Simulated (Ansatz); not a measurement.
System: CH₈N₃Si, charge 0, multiplicity 2. It need not be the lowest isomer of its formula. 
Geometry from a B3LYP-D3(BJ)/def2-TZVP (Ansatz, an electronic-structure program) optimisation:
```
Si
N 1 1.7089
H 2 1.0052 1 123.89
H 2 1.0058 3 113.36 1 164.20
N 1 1.7194 2 106.67 3 -52.35
H 5 1.0072 1 122.08 2 160.51
H 5 1.0077 6 111.93 1 -154.00
N 1 1.7605 2 102.12 3 -176.31
H 8 1.0225 1 113.28 2 166.68
C 1 1.8728 2 117.15 3 67.02
H 10 1.0913 1 110.90 2 64.01
H 10 1.0929 11 107.97 1 120.64
H 10 1.0930 11 107.88 12 116.42
```
Charge 0, spin multiplicity 2.

Property: atomisation energy (electronic, to ground-state atoms), in kcal/mol. Cores are frozen in the correlated levels unless marked. Open shells are spin-unrestricted. No spin-orbit coupling. No relativistic terms. The coupled-cluster limit lacks core correlation, which all-electron functionals hold. Basis-set limits of correlation are two-point, X^-3; Hartree-Fock from the larger set. [CCSD(T)-MP2]/basis is that difference in the basis named.

```json
[
 {"level": "HF/6-31G", "program": "Ansatz", "atomisation energy (kcal/mol)": "661.9"},
 {"level": "HF/cc-pV(Q+d)Z", "program": "Ansatz", "atomisation energy (kcal/mol)": "772.0"},
 {"level": "BLYP-D4/def2-TZVPD", "program": "Ansatz + dftd4", "atomisation energy (kcal/mol)": "1111.9"},
 {"level": "PBE0/def2-TZVPD", "program": "Ansatz", "atomisation energy (kcal/mol)": "1097.4"},
 {"level": "r2SCANh-D4/def2-TZVPD", "program": "Ansatz + dftd4", "atomisation energy (kcal/mol)": "1093.8"},
 {"level": "CCSD/STO-3G", "program": "Ansatz", "atomisation energy (kcal/mol)": "992.2"},
 {"level": "CCSD/6-31G", "program": "Ansatz", "atomisation energy (kcal/mol)": "865.6"},
 {"level": "CCSD/6-31G*", "program": "Ansatz", "atomisation energy (kcal/mol)": "949.8"},
 {"level": "RI-MP2/CBS(cc-pV(T+d)Z,cc-pV(Q+d)Z)+[CCSD(T)-MP2]/cc-pV(D+d)Z", "program": "Ansatz", "atomisation energy (kcal/mol)": "1104.4"},
 {"level": "RI-MP2/CBS(cc-pV(T+d)Z,cc-pV(Q+d)Z)+[CCSD(T)-MP2]/cc-pV(T+d)Z", "program": "Ansatz", "atomisation energy (kcal/mol)": "1104.6"}
]
```
